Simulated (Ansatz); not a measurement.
`C/C=[CH]/[AlH2]` and `C/C=C\C[SiH3]` differ in one atom or group (the configuration at the double bond changes too).

Ansatz, PBE0-D4/def2-TZVP geometries, multiplicity 1. Each molecule was computed in one conformer, which needn't be the lowest.

```
                               property  `C/C=[CH]/[AlH2]`
     HOMO energy (PBE0/def2-TZVPP) / eV              -7.66
  HOMO energy (ωB97M-V/def2-TZVPP) / eV              -9.86
HOMO–LUMO gap (ωB97M-V/def2-TZVPP) / eV              10.07
      LUMO energy (PBE/def2-TZVPP) / eV              -2.28
     LUMO energy (PBE0/def2-TZVPP) / eV              -1.47
   HOMO–LUMO gap (PBE0/def2-TZVPP) / eV               6.18
```

**Question.** What does the change do to each property? (An estimate is asked.)

**Answer.** Computed: 
| property | `C/C=C\C[SiH3]` | shift |
| --- | --- | --- |
| HOMO energy (PBE0/def2-TZVPP) / eV | -6.78 | 0.88 |
| HOMO energy (ωB97M-V/def2-TZVPP) / eV | -8.96 | 0.90 |
| HOMO–LUMO gap (ωB97M-V/def2-TZVPP) / eV | 11.15 | 1.08 |
| LUMO energy (PBE/def2-TZVPP) / eV | -0.58 | 1.70 |
| LUMO energy (PBE0/def2-TZVPP) / eV | 0.41 | 1.88 |
| HOMO–LUMO gap (PBE0/def2-TZVPP) / eV | 7.18 | 1.00 |

With PBE0 the HOMO rises by 0.88 eV and the LUMO rises by 1.88 eV, so the gap widens by about 1.00 eV. PBE moves the HOMO by 0.89 eV and ωB97M-V by 0.90 eV.
